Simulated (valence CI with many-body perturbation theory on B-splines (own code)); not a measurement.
Level structure of Te38+

Computed by relativistic CI+MBPT: four valence electrons over a frozen Dirac-Fock core [Ne], a basis of 11 s, 11 p, 9 d, 7 f, 5 g, 2 h, 1 i functions for each j, with the one-electron correlation potential Σ1 (screened to all orders), the two-electron term Σ2, the three-electron term Σ3, Breit, model QED; selected single and double excitations, second order for the rest (own B-spline code, finite nucleus).

The last digits are not significant, and no measured levels were compared; by estimate large intervals hold to a few tenths of a per cent, small ones and those within an open d or f shell to about a per cent.

Levels 1 to 45 of 64, with energies above the lowest level, (3s^2 3p1/2^2) J=0. "Leading %" is the weight of the configuration and term that name the level; weights of strongly mixed levels are sums over their largest components and can fall short. In the jj column 3d3/2^4 stands for four electrons in 3d with j = 3/2. Lifetimes count E1, E2, E3, M1 and M2 decay at the calculated energies, and are blank where another channel may lead or the interval is too uncertain; long ones can be off by a factor of two.

| No. | Configuration | Term | J | E (eV) | Leading % | g | Lifetime | Leading jj |
| --- | --- | --- | --- | --- | --- | --- | --- | --- |
| 1 | 3s²3p² | ³P | 0 | 0.00 | 73 |  |  | 3s^2 3p1/2^2 (98 %) |
| 2 | 3s²3p² | ³P | 1 | 61.07 | 99 | 1.496 | 634 ns | 3s^2 3p1/2 3p3/2 (99 %) |
| 3 | 3s²3p² | ¹D | 2 | 67.14 | 59 | 1.195 | 159 μs | 3s^2 3p1/2 3p3/2 (98 %) |
| 4 | 3s²3p² | ³P | 2 | 132.60 | 59 | 1.294 | 336 ns | 3s^2 3p3/2^2 (98 %) |
| 5 | 3s²3p² | ¹S | 0 | 145.94 | 72 |  | 220 ns | 3s^2 3p3/2^2 (97 %) |
| 6 | 3s3p³ | ⁵S° | 2 | 156.99 | 43 | 1.641 | 135 ps | 3s 3p1/2^2 3p3/2 (90 %) |
| 7 | 3s3p³ | ³D° | 1 | 175.96 | 43 | 0.948 | 12.6 ps | 3s 3p1/2^2 3p3/2 (80 %) |
| 8 | 3s²3p3d | ³F° | 2 | 200.73 | 69 | 0.779 | 1.34 ns | 3s^2 3p1/2 3d3/2 (95 %) |
| 9 | 3s3p³ | ⁵S° | 2 | 209.64 | 37 | 1.489 | 1.14 ns | 3s 3p1/2 3p3/2^2 (71 %) |
| 10 | 3s3p³ | ³D° | 3 | 218.74 | 52 | 1.254 | 339 ps | 3s 3p1/2 3p3/2^2 (52 %) |
| 11 | 3s²3p3d | ³D° | 1 | 225.72 | 50 | 0.938 | 2.09 ps | 3s^2 3p1/2 3d3/2 (76 %) |
| 12 | 3s²3p3d | ³P° | 2 | 234.50 | 29 | 1.187 | 7.72 ps | 3s^2 3p1/2 3d5/2 (57 %) |
| 13 | 3s²3p3d | ³F° | 3 | 235.37 | 49 | 1.175 | 13.7 ps | 3s^2 3p1/2 3d5/2 (49 %) |
| 14 | 3s3p³ | ³P° | 0 | 236.28 | 89 |  | 15.5 ps | 3s 3p1/2 3p3/2^2 (89 %) |
| 15 | 3s3p³ | ³P° | 1 | 243.83 | 42 | 1.229 | 8.07 ps | 3s 3p1/2 3p3/2^2 (76 %) |
| 16 | 3s3p³ | ¹D° | 2 | 248.52 | 48 | 1.167 | 4.53 ps | 3s 3p1/2 3p3/2^2 (60 %) |
| 17 | 3s3p³ | ³S° | 1 | 254.30 | 39 | 1.380 | 2.71 ps | 3s 3p1/2 3p3/2^2 (89 %) |
| 18 | 3s²3p3d | ³P° | 2 | 282.48 | 32 | 1.309 | 1.27 ns | 3s^2 3p3/2 3d5/2 (67 %) |
| 19 | 3s²3p3d | ³F° | 4 | 285.57 | 98 | 1.245 | 745 ns | 3s^2 3p3/2 3d5/2 (98 %) |
| 20 | 3s²3p3d | ³D° | 2 | 286.68 | 45 | 1.071 | 1.98 ps | 3s^2 3p3/2 3d3/2 (75 %) |
| 21 | 3s²3p3d | ³P° | 1 | 286.90 | 47 | 1.152 | 2.43 ps | 3s^2 3p3/2 3d3/2 (82 %) |
| 22 | 3s²3p3d | ³D° | 3 | 287.28 | 37 | 1.161 | 3.10 ps | 3s^2 3p3/2 3d3/2 (78 %) |
| 23 | 3s²3p3d | ³P° | 0 | 288.50 | 89 |  | 2.78 ps | 3s^2 3p3/2 3d3/2 (89 %) |
| 24 | 3s3p²3d | ⁵F | 1 | 298.71 | 56 | 0.343 | 67.2 ps | 3s 3p1/2^2 3d3/2 (90 %) |
| 25 | 3s3p²3d | ⁵F | 2 | 302.14 | 32 | 1.189 | 71.9 ps | 3s 3p1/2^2 3d3/2 (83 %) |
| 26 | 3s²3p3d | ¹F° | 3 | 310.11 | 56 | 1.137 | 4.23 ps | 3s^2 3p3/2 3d5/2 (83 %) |
| 27 | 3s²3p3d | ¹P° | 1 | 311.89 | 54 | 1.192 | 5.88 ps | 3s^2 3p3/2 3d5/2 (79 %) |
| 28 | 3s3p³ | ³P° | 2 | 317.42 | 32 | 1.312 | 3.12 ps | 3s 3p3/2^3 (62 %) |
| 29 | 3s3p²3d | ⁵D | 3 | 320.53 | 29 | 1.377 | 21.9 ps | 3s 3p1/2^2 3d5/2 (85 %) |
| 30 | 3p⁴ | ³P | 2 | 326.06 | 16 | 1.142 | 20.4 ps | 3s 3p1/2^2 3d5/2 (59 %) |
| 31 | 3s3p³ | ¹P° | 1 | 333.19 | 39 | 1.123 | 2.01 ps | 3s 3p3/2^3 (74 %) |
| 32 | 3s3p²3d | ³F | 2 | 346.24 | 38 | 1.030 | 13.2 ps | 3s 3p1/2 3p3/2 3d3/2 (48 %) |
| 33 | 3s3p²3d | ⁵D | 0 | 349.02 | 56 |  | 32.1 ps | 3s 3p1/2 3p3/2 3d3/2 (75 %) |
| 34 | 3s3p²3d | ⁵D | 1 | 351.37 | 59 | 1.230 | 101 ps | 3s 3p1/2 3p3/2 3d3/2 (96 %) |
| 35 | 3s3p²3d | ⁵F | 3 | 354.06 | 48 | 1.192 | 63.5 ps | 3s 3p1/2 3p3/2 3d3/2 (86 %) |
| 36 | 3s3p²3d | ⁵F | 2 | 354.95 | 30 | 1.210 | 8.25 ps | 3s 3p1/2 3p3/2 3d3/2 (55 %) |
| 37 | 3s3p²3d | ⁵D | 0 | 356.54 | 33 |  | 8.06 ps | 3p1/2^2 3p3/2^2 (51 %) |
| 38 | 3s3p²3d | ⁵F | 4 | 361.55 | 64 | 1.264 | 245 ps | 3s 3p1/2 3p3/2 3d3/2 (58 %) |
| 39 | 3s3p²3d | ⁵D | 4 | 365.15 | 54 | 1.379 | 607 ps | 3s 3p1/2 3p3/2 3d5/2 (79 %) |
| 40 | 3s3p²3d | ³F | 2 | 372.13 | 62 | 0.928 | 7.78 ps | 3s 3p1/2 3p3/2 3d3/2 (55 %) |
| 41 | 3s3p²3d | ⁵P | 3 | 372.70 | 48 | 1.421 | 4.72 ps | 3s 3p1/2 3p3/2 3d3/2 (48 %) |
| 42 | 3s3p²3d | ⁵F | 5 | 376.90 | 60 | 1.314 | 160 ps | 3s 3p1/2 3p3/2 3d5/2 (93 %) |
| 43 | 3s3p²3d | ³P | 2 | 377.04 | 35 | 1.440 | 6.37 ps | 3s 3p1/2 3p3/2 3d3/2 (43 %) |
| 44 | 3s3p²3d | ³P | 1 | 378.63 | 31 | 1.488 | 4.39 ps | 3s 3p1/2 3p3/2 3d3/2 (61 %) |
| 45 | 3s3p²3d | ³D | 2 | 378.70 | 25 | 1.341 | 3.77 ps | 3s 3p1/2 3p3/2 3d3/2 (52 %) |

The ionisation energy to 3s²3p ²P°1/2 of the next ion comes out as 2702 eV (NIST: 2700 ± 4 eV (theoretical)). All 64 levels together are meant to be complete up to 430.17 eV.
